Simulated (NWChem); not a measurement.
# SnHF, singlet; SMILES [F][SnH]

Low-valent species are run as closed-shell singlets; no triplet was tried in these runs. def2 effective core potentials on Sn; no spin-orbit coupling.

**Question.** Give the equilibrium geometry at PBE0/def2-SVP with def2 effective core potentials on Sn (NWChem) as an XYZ file, with the point group.

**Answer.** point group Cs; any orientation.
```
3

Sn     0.0194     0.3047     0.0000
H     -1.7631     0.5104     0.0000
F     -0.0686    -1.6535     0.0000
```
